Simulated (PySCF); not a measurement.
Excitations are Tamm–Dancoff values on a coarser integration grid. The basis has no diffuse functions, so Rydberg states are missing or too high.

Cartesian coordinates (Å):
SMILES: Cc1c([SiH3])cc2ccsc2c1
```xyz
21

C     -2.2439     1.5201     0.3296
C     -0.9062     0.8354     0.1940
C      0.2660     1.5502     0.4364
C      1.5068     0.9132     0.3101
S      3.0897     1.6141     0.5648
C      3.8604     0.0928     0.1771
C      2.9733    -0.8946    -0.1291
C      1.6031    -0.4515    -0.0611
C      0.4118    -1.1611    -0.3029
C     -0.8344    -0.5416    -0.1816
Si    -2.3843    -1.5524    -0.5202
H     -2.8740     1.0259     1.0884
H     -2.8069     1.4950    -0.6188
H     -2.1306     2.5732     0.6234
H      0.2133     2.6030     0.7236
H      4.9473     0.0267     0.2016
H      3.2677    -1.9103    -0.3966
H      0.4765    -2.2145    -0.5897
H     -3.2767    -1.6109     0.6764
H     -1.9731    -2.9385    -0.8849
H     -3.1857    -0.9743    -1.6405
```
Charge 0, multiplicity 1.

Task: Estimate the S1 oscillator strength, LUMO, HOMO, brightest of the four lowest singlets (TDA) and total energy that PySCF 2.14.0 with M06-2X/def2-TZVP // B3LYP-D3(BJ)/def2-SVP returns for this input.

Result: 
```yaml
S1 oscillator strength: 0.021
LUMO: -0.12 eV
HOMO: -7.35 eV
brightest of the four lowest singlets (TDA): 5.91 eV
total_energy: -1036.6196 Ha
```
